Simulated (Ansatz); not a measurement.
Isolated molecules relaxed with PBE0-D4/def2-TZVP in Ansatz; ΔE leaves out vibrations. CCSD(T)/CBS adds triple-zeta CCSD(T) − MP2 to the extrapolated MP2 energy (def2 sets, frozen cores). Functionals use def2-TZVPP. B3LYP here is the variant with VWN-RPA as its local correlation; programs differ in this. Each species was taken in one conformer, which may not be the lowest.

Consider the ligand exchange at the Si–C bond: `O[SiH](O)C[SiH](F)F` + `[SiH3]S` → `O[SiH](O)S[SiH3]` + `C[SiH](F)F`.

Q: Is it downhill or uphill in electronic energy at CCSD(T)/CBS, and by how much? (Estimate.)

A: The calculation gave: Downhill: ΔE = -57.6 kJ/mol.

Q: What do these levels give: PBE-D4, B3LYP-D4, ωB97X-V, B2PLYP, PBE, r2SCAN, PBE0, B3LYP, MP2/def2-TZVPP, CCSD/def2-TZVPP, MP2/def2-QZVPP, MP2/CBS(def2)? (An estimate is asked.)

A: Ansatz gave: PBE-D4 -58.5, B3LYP-D4 -56.3, ωB97X-V -54.8, B2PLYP -58.5, PBE -59.9, r2SCAN -59.8, PBE0 -60.1, B3LYP -58.3, MP2/def2-TZVPP -59.6, CCSD/def2-TZVPP -53.8, MP2/def2-QZVPP -61.8, MP2/CBS(def2) -63.1 kJ/mol.

Largest T1 diagnostic among the species: 0.012.
